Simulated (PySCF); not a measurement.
Compound: C3H9BSe.
Structure used (PBE0-D3(BJ)/def2-SVP), in Å, numbered top down from 1:
```
atom  x, y, z in Å
C1    -1.4388   -1.0947   -0.0398
B2    -0.3209   -0.0351    0.2777
C3    -0.6835    1.4720    0.5183
C4     1.1742   -0.5395    0.3385
Se5    2.5097    0.8379    0.7000
H6    -2.1981   -1.0777    0.7624
H7    -1.9814   -0.7808   -0.9498
H8    -1.0948   -2.1300   -0.1777
H9    -1.7561    1.7076    0.4711
H10   -0.2875    1.8059    1.4945
H11   -0.1529    2.0922   -0.2280
H12    1.4062   -1.0418   -0.6162
H13    1.2277   -1.3231    1.1145
H14    3.6745   -0.0592    0.6289
```

Computed with PBE0-D3(BJ)/def2-SVP geometry optimisation, gas phase (PySCF).

Take the most abundant isotopes and a rigid rotor. The values belong to one conformer with, in the numbering `[CH3:1][B:2]([CH3:3])[CH2:4][SeH:5]`, C1–B2–C4–Se5 179°, B2–C4–Se5–H -179°.

Question: What are A, B and C (MHz)?

Answer: Ia = 71.83, Ib = 367.65, Ic = 430.15 u·Å²; 505379 MHz·u·Å²/I gives A = 7035, B = 1375, C = 1175 MHz.

Question: Classify the top.

Answer: A near-prolate asymmetric top. Ray's parameter κ = (2B − A − C)/(A − C) = -0.932; −1 is the prolate and +1 the oblate limit.

Question: Is it planar, by Δ = Ic − Ia − Ib?

Answer: Not planar: Δ = Ic − Ia − Ib = -9.33 u·Å². For a rigid frame Δ = −2 Σ m c², so Σ m c² = 4.66 u·Å² lies off the ab plane: 4.66 from hydrogen and 0.01 from heavier atoms. The atom farthest from that plane is 0.91 Å away.

Question: Give the other two planar moments, Paa and Pbb, and the rms extents of the mass along the axes.

Answer: Paa = Σ m a² = (Ib + Ic − Ia)/2 = 362.98 and Pbb = Σ m b² = (Ia + Ic − Ib)/2 = 67.17 u·Å². With the mass M = 136.00 u, the rms extents √(P/M) along a, b and c are 1.63, 0.70, 0.19 Å.

Question: Which lines would a microwave search look for?

Answer: The dipole components are |μa| = 1.23 D, |μb| = 0.97 D, |μc| = 0.01 D. The squared components, which scale the intensities, stand as 1.00 : 0.63 : 0.00 (a : b : c). Some lines, for components of 0.1 D or more:

```tsv
type	branch	J(Ka,Kc)	MHz	lower level (cm⁻¹)
a	R	1(0,1) ← 0(0,0)	2550	0.000
b	R	4(0,4) ← 3(1,3)	4962	0.682
a	R	2(0,2) ← 1(0,1)	5094	0.085
b	R	5(0,5) ← 4(1,4)	7818	1.009
a	R	5(2,3) ← 4(2,2)	12839	1.622
b	Q	3(2,1) ← 3(1,2)	16712	0.722
b	Q	2(2,0) ← 2(1,1)	16988	0.457
b	Q	3(3,0) ← 3(2,1)	28781	1.280
b	Q	4(3,2) ← 4(2,3)	28821	1.619
b	R	3(3,0) ← 2(2,1)	36456	1.024
b	Q	4(4,0) ← 4(3,1)	40315	2.580
b	R	5(3,3) ← 4(2,2)	41508	1.622
b	R	5(4,2) ← 4(3,1)	53074	2.580
```

No PBE0-D3(BJ)/def2-SVP frequencies stand behind this structure, so it isn't proved a minimum. These are rigid-rotor constants of the computed structure; measured ground-state constants (B0) also hold zero-point vibration. A rigid rotor knows nothing of internal rotation, which can split or shift real lines. Quadrupole hyperfine structure (11B) is left out.

Time: 43 s of wall time; peak memory 0.51 GiB. Hardware: an Arm Neoverse V2 with one thread, on a shared host. This is the geometry optimisation.
